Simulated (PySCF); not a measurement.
C2H7F2NSi (SMILES CN(C)[SiH](F)F), singlet, at a GFN2-xTB geometry; CASSCF(6,7)/STO-3G (PySCF).

PySCF was given this input:
```python
from pyscf import gto, scf, mcscf
import numpy

mol = gto.M(
    atom='''
Si    0.72274237   -0.14007618    0.42230182
F     1.80153939    0.24374046   -0.69079993
F     0.72631103   -1.73541828    0.49290345
N    -0.80003145    0.32761717   -0.17893851
C    -2.02827728   -0.25685070    0.31388475
C    -1.01164481    1.61445137   -0.80531126
H     1.23311753    0.33963409    1.68798430
H    -1.82752530   -1.24153754    0.72604460
H    -2.73892773   -0.35768596   -0.50972979
H    -2.48653794    0.36562328    1.09034410
H    -1.41016563    2.34688769   -0.09461863
H    -1.72602691    1.50674731   -1.62481768
H    -0.07322835    1.98757384   -1.20523557
''',
    basis='sto-3g',
    verbose=4,
)

mf = scf.RHF(mol)
mf.kernel()
mc = mcscf.CASSCF(mf, 7, 6)
mc.fix_spin_(ss=0.0)
mc.kernel()
occ = numpy.linalg.eigvalsh(mc.fcisolver.make_rdm1(mc.ci, mc.ncas, mc.nelecas))[::-1]
ss = mc.fcisolver.spin_square(mc.ci, mc.ncas, mc.nelecas)[0]
print('natural occupations', occ.round(4), ' <S^2>', round(ss, 4))
```

Output, abridged:

```
PySCF version 2.14.0

[INPUT] verbose = 4
[INPUT] num. atoms = 13
[INPUT] num. electrons = 58
[INPUT] charge = 0
[INPUT] spin (= nelec alpha-beta = 2S) = 0
[INPUT] symmetry False subgroup None
[INPUT] Mole.unit = angstrom
[INPUT] Symbol           X                Y                Z      unit          X                Y                Z       unit  Magmom
[...]
nuclear repulsion = 339.230092062816
number of shells = 27
number of NR pGTOs = 123
number of NR cGTOs = 41
basis = sto-3g
ecp = {}

******** <class 'pyscf.scf.hf.RHF'> ********
method = RHF
initial guess = minao
damping factor = 0
level_shift factor = 0
DIIS = <class 'pyscf.scf.diis.CDIIS'>
diis_start_cycle = 1
diis_space = 8
diis_damp = 0
SCF conv_tol = 1e-09
SCF conv_tol_grad = None
SCF max_cycles = 50
direct_scf = True
direct_scf_tol = 1e-13
Set gradient conv threshold to 3.16228e-05
Initial guess from minao.
init E= -614.932995451792
[...]
cycle= 1 E= -614.252595109055  delta_E= 0.68  |g|= 0.494  |ddm|= 4.23
[...]
cycle= 2 E= -614.363987537769  delta_E= -0.111  |g|= 0.103  |ddm|= 0.967
[...]
cycle= 3 E= -614.368576247768  delta_E= -0.00459  |g|= 0.0311  |ddm|= 0.177
[...]
cycle= 4 E= -614.369224026315  delta_E= -0.000648  |g|= 0.0069  |ddm|= 0.082
[...]
cycle= 5 E= -614.369253571846  delta_E= -2.95e-05  |g|= 0.00168  |ddm|= 0.0174
[...]
cycle= 6 E= -614.369255410387  delta_E= -1.84e-06  |g|= 0.000196  |ddm|= 0.00473
[...]
cycle= 7 E= -614.369255433108  delta_E= -2.27e-08  |g|= 3.08e-05  |ddm|= 0.000516
[...]
cycle= 8 E= -614.369255433701  delta_E= -5.93e-10  |g|= 8.3e-06  |ddm|= 7.39e-05
[...]
Extra cycle  E= -614.369255433744  delta_E= -4.32e-11  |g|= 3.26e-06  |ddm|= 1.82e-05
converged SCF energy = -614.369255433744

******** <class 'pyscf.mcscf.mc1step.CASSCF'> ********
CAS (3e+3e, 7o), ncore = 26, nvir = 8
max_cycle_macro = 50
max_cycle_micro = 4
conv_tol = 1e-07
conv_tol_grad = None
orbital rotation max_stepsize = 0.02
orbital rotation threshold for CI restart = 0.01
augmented hessian ah_max_cycle = 30
augmented hessian ah_conv_tol = 1e-12
augmented hessian ah_linear dependence = 1e-14
augmented hessian ah_level shift = 1e-08
augmented hessian ah_start_tol = 2.5
augmented hessian ah_start_cycle = 3
augmented hessian ah_grad_trust_region = 3
kf_trust_region = 3
kf_interval = 4
ci_response_space = 4
ci_grad_trust_region = 3
with_dep4 0
natorb = False
canonicalization = True
sorting_mo_energy = False
ao2mo_level = 2
internal_rotation = False
[...]
CASCI E = -614.377135652178  S^2 = 0.0000000
[...]
               |grad[o]|=0.00649  |grad[c]|=0.0235  |ddm|=0.00552  |maxRot[o]|=0.0192
macro iter  41 ( 21 JK    4 micro), CASSCF E = -614.411011415969  dE = -8.63938419e-05  S^2 = 0.0000000
               |grad[o]|=0.00641  |grad[c]|=0.0232  |ddm|=0.00535  |maxRot[o]|=0.0208
macro iter  42 ( 21 JK    4 micro), CASSCF E = -614.411091584436  dE = -8.01684664e-05  S^2 = 0.0000000
               |grad[o]|=0.00631  |grad[c]|=0.0229  |ddm|=0.00524  |maxRot[o]|=0.0225
macro iter  43 ( 21 JK    4 micro), CASSCF E = -614.411162757544  dE = -7.11731084e-05  S^2 = 0.0000000
               |grad[o]|=0.00619  |grad[c]|=0.0226  |ddm|=0.00513  |maxRot[o]|=0.0241
macro iter  44 ( 21 JK    4 micro), CASSCF E = -614.411220167597  dE = -5.74100533e-05  S^2 = 0.0000000
               |grad[o]|=0.00604  |grad[c]|=0.0224  |ddm|=0.00503  |maxRot[o]|=0.0256
macro iter  45 ( 21 JK    4 micro), CASSCF E = -614.411260636318  dE = -4.04687208e-05  S^2 = 0.0000000
               |grad[o]|=0.00588  |grad[c]|=0.0223  |ddm|=0.005  |maxRot[o]|=0.0269
macro iter  46 ( 21 JK    4 micro), CASSCF E = -614.411279593699  dE = -1.89573813e-05  S^2 = 0.0000000
               |grad[o]|=0.0057  |grad[c]|=0.0222  |ddm|=0.00505  |maxRot[o]|=0.0277
macro iter  47 ( 21 JK    4 micro), CASSCF E = -614.411272191972  dE =  7.40172743e-06  S^2 = 0.0000000
               |grad[o]|=0.00552  |grad[c]|=0.0223  |ddm|=0.00522  |maxRot[o]|=0.0279
macro iter  48 ( 21 JK    4 micro), CASSCF E = -614.412252643246  dE = -9.80451274e-04  S^2 = 0.0000000
               |grad[o]|=0.00536  |grad[c]|=0.00548  |ddm|=0.00193  |maxRot[o]|=0.0619
macro iter  49 ( 17 JK    4 micro), CASSCF E = -614.413285271320  dE = -1.03262807e-03  S^2 = 0.0000000
               |grad[o]|=0.00483  |grad[c]|=0.0157  |ddm|=0.00496  |maxRot[o]|=0.0742
macro iter  50 ( 21 JK    4 micro), CASSCF E = -614.413237808511  dE =  4.74628094e-05  S^2 = 0.0000000
               |grad[o]|=0.00417  |grad[c]|=0.0156  |ddm|=0.00281  |maxRot[o]|=0.0266
1-step CASSCF not converged,  50 macro (763 JK 154 micro) steps
CASSCF canonicalization
Density matrix diagonal elements [1.98528249 1.97752401 1.98297375 0.02241185 0.00772065 0.01105075
 0.0130365 ]
CASSCF energy = -614.413237808511
CASCI E = -614.413237808511  E(CI) = -9.35917409484671  S^2 = 0.0000000
natural occupations [1.9887e+00 1.9814e+00 1.9763e+00 2.5400e-02 1.7600e-02 1.0000e-02
 6.0000e-04]  <S^2> 0.0
```

Convergence was not reached.
